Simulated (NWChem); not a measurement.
Species: Si$_{2}$H$_{6}$S; SMILES S([SiH3])[SiH3]

Results from NWChem. Medium grid unless said otherwise, to which SCAN and Minnesota functionals are sensitive. Structure relaxed at the PBE0/def2-SVP level. Total energies of different functionals are on different scales.

```json
[
 {"level": "B3LYP/def2-SVP", "energy (Ha)": "-980.5684", "highest occupied level (eV)": "-7.15", "orbital gap (eV)": "7.06", "dipole (D)": "1.01"},
 {"level": "PBE/def2-SVP", "energy (Ha)": "-980.0160", "highest occupied level (eV)": "-6.22", "orbital gap (eV)": "5.38", "dipole (D)": "0.99"},
 {"level": "LC-wPBE (HJS exchange hole, range parameter 0.4 per bohr)/def2-SVP", "energy (Ha)": "-980.1517", "highest occupied level (eV)": "-10.15", "orbital gap (eV)": "12.39", "dipole (D)": "1.28"},
 {"level": "M06-L/def2-SVP", "energy (Ha)": "-980.5176", "highest occupied level (eV)": "-6.55", "orbital gap (eV)": "6.14", "dipole (D)": "1.17"},
 {"level": "LRC-wPBEh/def2-SVP", "energy (Ha)": "-980.1370", "highest occupied level (eV)": "-9.30", "orbital gap (eV)": "10.98", "dipole (D)": "1.18"},
 {"level": "M06-2X/def2-SVP", "energy (Ha)": "-980.4467", "highest occupied level (eV)": "-8.56", "orbital gap (eV)": "9.41", "dipole (D)": "1.18"},
 {"level": "MPW1K/def2-SVP", "energy (Ha)": "-980.5598", "highest occupied level (eV)": "-8.37", "orbital gap (eV)": "9.00", "dipole (D)": "1.21"}
]
```
